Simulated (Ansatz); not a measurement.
Cartesian coordinates (Å):
SMILES: B=BB=C
```xyz
7

B      2.5226     0.1839     0.4753
B      1.0235     0.0749     0.1939
B     -0.4815    -0.0348    -0.0883
C     -1.8634    -0.1358    -0.3471
H      3.6767     0.2676     0.6921
H     -2.2609    -0.6335    -1.2274
H     -2.6169     0.2777     0.3178
```
Charge 0, spin multiplicity 1.

Level of theory: Ansatz (a program for electronic structure) with frozen-core CCSD(T)/cc-pVTZ // PBE0-D3(BJ)/def2-TZVP. The restricted HF reference is unstable towards unrestricted orbitals.

| Property | Value |
|---|---|
| HF energy | -113.51526 Ha |
| MP2 correlation energy | -0.42059 Ha |

Problem. Estimate the CCSD correlation energy, the (T) correction, the total energy and the T1 diagnostic.

Solution. 
CCSD correlation energy: -0.46393 Ha
(T) correction: -0.02677 Ha
CCSD(T) total energy: -114.00596 Ha
T1 diagnostic: 0.031
